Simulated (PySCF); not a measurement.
Al(H)(SH)2 (AlH₃S₂), SMILES [SH][AlH][SH].

Coordinates come from a B3LYP-D3(BJ)/def2-TZVP optimisation. Other conformers were not sampled.

All values below come from CAM-B3LYP/def2-TZVPD in PySCF.

Symmetry labels are those of the subgroup C2v that the program uses (full group C2v).

Computed valence orbital energies around the gap with their symmetry:
| orbital | symmetry | energy (eV) |
|---|---|---|
| HOMO−7 | B2 | -21.83 |
| HOMO−6 | A1 | -13.86 |
| HOMO−5 | A1 | -12.70 |
| HOMO−4 | B2 | -12.65 |
| HOMO−3 | B2 | -10.30 |
| HOMO−2 | A1 | -10.09 |
| HOMO−1 | B1 | -9.55 |
| HOMO | A2 | -8.93 |
| LUMO | B1 | -0.21 |
| LUMO+1 | A1 | 0.09 |
| LUMO+2 | B2 | 0.61 |
| LUMO+3 | A1 | 0.62 |
